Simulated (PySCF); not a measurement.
H₃IMgSi. Atoms are numbered in the order given.

```xyz
6

Mg     0.0000     0.0000     1.1166
I      0.0000     0.0000    -1.4673
Si     0.0000     0.0000     3.6860
H     -1.2119    -0.6997     4.2546
H      0.0000     1.3994     4.2546
H      1.2119    -0.6997     4.2546
```

Coordinates come from a PBE-D3(BJ)/def2-SVP optimisation. The def2 effective core potentials stand for the cores of I; spin–orbit coupling is left out.

Method: PBE/def2-TZVPD run with PySCF.

Mulliken values depend strongly on the basis, most of all with diffuse functions as here. ESP charges are fitted to the potential on shells at 1.4 to 2.0 van der Waals radii. Atomic charges (e):

| atom | ESP fit | Mulliken |
|---|---|---|
| Mg1 | [?] | 0.21 |
| I2 | [?] | -0.17 |
| Si3 | [?] | -0.01 |
| H4 | [?] | -0.01 |
| H5 | [?] | -0.01 |
| H6 | [?] | -0.01 |

**Question.** Fill in the missing entries. (An estimate is asked for; the answer gives what the named calculation found.)

**Answer.** 
- Mg1, ESP fit: 0.52
- I2, ESP fit: -0.33
- Si3, ESP fit: -0.07
- H4, ESP fit: -0.04
- H5, ESP fit: -0.04
- H6, ESP fit: -0.04
